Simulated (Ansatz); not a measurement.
Consider the formal exchange of groups at the Si–Si bond: `BO[SiH2][SiH2]O` + `S[SiH2]Cl` → `O[SiH2][SiH](S)Cl` + `BO[SiH3]`.

Program: Ansatz. Geometries: PBE0-D4/def2-TZVP. ΔE: electronic, gas phase. CCSD(T)/CBS is the MP2 limit (def2-TZVPP, def2-QZVPP) plus CCSD(T) − MP2 in def2-TZVPP, frozen cores. Functionals use def2-TZVPP. Each species was taken in one conformer, which may not be the lowest.

```tsv
level	ΔE (kJ/mol)
r2SCAN-D4	-13.1
B2PLYP	-9.9
PBE	-10.6
MP2/CBS(def2)	-14.5
```

Question: What does CCSD(T)/CBS give? (Estimate.)

Answer: Computed: -11.9 kJ/mol. The listed levels differ from it by -1.2, 2.0, 1.3, -2.6 kJ/mol.

Largest T1 diagnostic among the species: 0.013.

The D4 term adds −5.4 kJ/mol with B3LYP and −3.0 kJ/mol with PBE0; it sums over pairs of atoms, weighted by their polarisabilities, and B3LYP, whose exchange is more repulsive, gets the larger term. In def2-TZVPP, CCSD(T) changes the Hartree–Fock value by −5.7 kJ/mol (the triples alone add −1.8 kJ/mol) and MP2 by −8.3 kJ/mol.

CCSD(T)/CBS has its own doubt, a few kJ/mol and more with outer-core shells, so smaller differences from it don't rank the levels.

B3LYP here is the variant with VWN-RPA as its local correlation; programs differ in this.
